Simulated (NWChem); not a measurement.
System: SiH$_{3}$SF; SMILES F[SiH2]S

Here is an NWChem input.

```
start job
memory heap 200 mb stack 900 mb global 1100 mb
geometry units angstroms noautosym nocenter noautoz
  Si    -0.643932     0.576547    -0.096936
  F      0.728931     1.339027     0.316499
  S     -0.324093    -1.496032    -0.449344
  H     -1.597825     0.789196     1.022462
  H     -1.123141     1.134244    -1.386144
  H     -0.182369    -1.811871     0.857137
end
basis spherical
  * library def2-svp
end
dft
  xc b3lyp
  iterations 150
end
cosmo
  do_cosmo_smd true
  solvent water
end
task dft energy
```

Output (shortened):

```
             Northwest Computational Chemistry Package (NWChem) 7.3.0
             --------------------------------------------------------

                             Geometry "geometry" -> ""
                             -------------------------

 Output coordinates in angstroms (scale by  1.889725989 to convert to a.u.)

  No.       Tag          Charge          X              Y              Z
 ---- ---------------- ---------- -------------- -------------- --------------
    1 Si                  14.0000    -0.64393200     0.57654700    -0.09693600
    2 F                    9.0000     0.72893100     1.33902700     0.31649900
    3 S                   16.0000    -0.32409300    -1.49603200    -0.44934400
    4 H                    1.0000    -1.59782500     0.78919600     1.02246200
    5 H                    1.0000    -1.12314100     1.13424400    -1.38614400
    6 H                    1.0000    -0.18236900    -1.81187100     0.85713700

 Effective nuclear repulsion energy (a.u.)     151.7997130349

                                 NWChem DFT Module
                                 -----------------

 Summary of "ao basis" -> "ao basis" (spherical)
 ------------------------------------------------------------------------------
       Tag                 Description            Shells   Functions and Types
 ---------------- ------------------------------  ------  ---------------------
 Si                         def2-svp                 8       18   4s3p1d
 F                          def2-svp                 6       14   3s2p1d
 S                          def2-svp                 8       18   4s3p1d
 H                          def2-svp                 3        5   2s1p

 in cosmo_initialize ...
 calling solv_data for solv:h2o

 solvent parameters
 solvname_short: h2o
 solvname_long:  water
 dielec:       78.4000
 dielecinf:     1.7769
 aqueous SMD model solvent descriptors
 dielec:       78.4000
 sola:          0.8200

          ---------------
          -cosmo- solvent
          ---------------
 Cosmo: York-Karplus, doi: 10.1021/jp992097l
 dielectric constant -eps-     =  78.40
 screen = (eps-1)/(eps    )    =   0.98724
 surface charge correction     = lagrangian

   van der Waals surface
 --------------------------

[...]

                                COSMO-SMD solvation results
                                ---------------------------

             internal energy in gas <Psi(g)|H|Psi(g)> =      -789.150319033919
         internal energy in solvent <Psi(s)|H|Psi(s)> =      -789.149714707256
                               delta internal energy  =         0.000604326663 (    0.38 kcal/mol)
   total free energy in solvent <Psi(s)|H+V/2|Psi(s)> =      -789.154976308290
 polarization energy contribution <Psi(s)|V/2|Psi(s)> =        -0.005261601034 (   -3.30 kcal/mol)
    total free energy in solvent including G(SMD-CDS) =      -789.151425772547
                       G(SMD-CDS) energy contribution =         0.003550535743 (    2.23 kcal/mol)
     1 M fixed-concentration free energy of solvation =        -0.001106738627 (   -0.69 kcal/mol)

                       DFT Final Molecular Orbital Analysis
                       ------------------------------------

 Vector   19  Occ=2.000000D+00  E=-3.467728D-01
              MO Center= -7.5D-01,  6.8D-01, -4.4D-01, r^2= 2.8D+00
   Bfn.  Coefficient  Atom+Function         Bfn.  Coefficient  Atom+Function
  ----- ------------  ---------------      ----- ------------  ---------------
    56      0.361866  5 H  s                 24     -0.243961  2 F  pz
    10     -0.229839  1 Si pz                57      0.229596  5 H  s
    51     -0.207116  4 H  s                 27      0.179564  2 F  pz
    44     -0.165855  3 S  py                41     -0.147319  3 S  py
     9      0.137771  1 Si py                52     -0.137588  4 H  s

 Vector   20  Occ=2.000000D+00  E=-3.301664D-01
              MO Center= -5.2D-01, -7.4D-01, -1.4D-01, r^2= 3.3D+00
   Bfn.  Coefficient  Atom+Function         Bfn.  Coefficient  Atom+Function
  ----- ------------  ---------------      ----- ------------  ---------------
    44      0.370839  3 S  py                41      0.295845  3 S  py
    51     -0.240094  4 H  s                 45      0.234752  3 S  pz
    42      0.195933  3 S  pz                36     -0.170468  3 S  s
     9     -0.167982  1 Si py                38      0.168164  3 S  py
    23     -0.158717  2 F  py                52     -0.159473  4 H  s

 Vector   21  Occ=2.000000D+00  E=-2.750331D-01
              MO Center= -3.4D-01, -1.3D+00, -3.8D-01, r^2= 1.8D+00
   Bfn.  Coefficient  Atom+Function         Bfn.  Coefficient  Atom+Function
  ----- ------------  ---------------      ----- ------------  ---------------
    43      0.615218  3 S  px                40      0.434951  3 S  px
    37      0.248384  3 S  px                11      0.099291  1 Si px
    52      0.089732  4 H  s                 51      0.081857  4 H  s
    23     -0.080829  2 F  py                44      0.080518  3 S  py
    14     -0.061271  1 Si d -2              45     -0.060784  3 S  pz

 Vector   22  Occ=0.000000D+00  E= 2.514855D-02
              MO Center= -4.8D-01,  1.3D-01, -2.6D-02, r^2= 3.9D+00
   Bfn.  Coefficient  Atom+Function         Bfn.  Coefficient  Atom+Function
  ----- ------------  ---------------      ----- ------------  ---------------
    11      1.003244  1 Si px                62      0.471534  6 H  s
    21     -0.446061  2 F  s                 52      0.382537  4 H  s
    43     -0.340622  3 S  px                45     -0.333553  3 S  pz
    57      0.254894  5 H  s                  8      0.239168  1 Si px
    36     -0.231542  3 S  s                 12      0.181432  1 Si py

[...]
```

Level: B3LYP/def2-SVP, SMD on the gas-phase geometry. Coordinates come from a PBE0/def2-SVP optimisation. B3LYP is NWChem's, with the RPA form of VWN correlation. Solvent: water.
